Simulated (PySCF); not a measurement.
# PbBr: from constants to spectrum

UHF-CCSD(T) constants of PbBr, ²Π (doublet), unpaired electrons π ↑ (basis Pb cc-pVDZ-PP with ECP60, Br cc-pVDZ-PP with ECP10; scalar-relativistic core potentials; PySCF 2.14; masses 207.9766 and 78.9183 u):

- ωe: 209.2 cm⁻¹
- ωexe: 0.418 cm⁻¹
- Be: 0.041993 cm⁻¹
- αe: 0.000117 cm⁻¹
- D (centrifugal): 6.77e-09 cm⁻¹
- De to Pb + Br: 2.89 eV

(1) Give the vibrational terms G(v) and spacings up to v = 6.

(2) How well does the Morse estimate ωe²/(4ωexe) reproduce De, and what is D0?

Correlated steps freeze 8 core orbitals. Correlated levels converge slowly with the basis: in double zeta they bind strong bonds too weakly, by up to about 1 eV, and carry superposition errors of some tenths. Spin–orbit coupling is left out, which matters for elements this heavy, above all for dissociation energies. The state is the lowest determinant that a PBE0 search found; another state may lie lower at other levels.

## Answers

(1) G(v) = ωe(v+½) − ωexe(v+½)².

```
v  G(v) (cm⁻¹)  G(v) − G(v−1)  Bv (cm⁻¹)
0        104.5                   0.04193
1        312.9          208.4    0.04182
2        520.4          207.5    0.04170
3        727.1          206.7    0.04158
4        932.9          205.9    0.04147
5       1138.0          205.0    0.04135
6       1342.1          204.2    0.04123
```

(2) It gives 3.25 eV, 112 % of the computed De. D0 = De − G(0) = 2.89 − 0.01 = 2.88 eV.
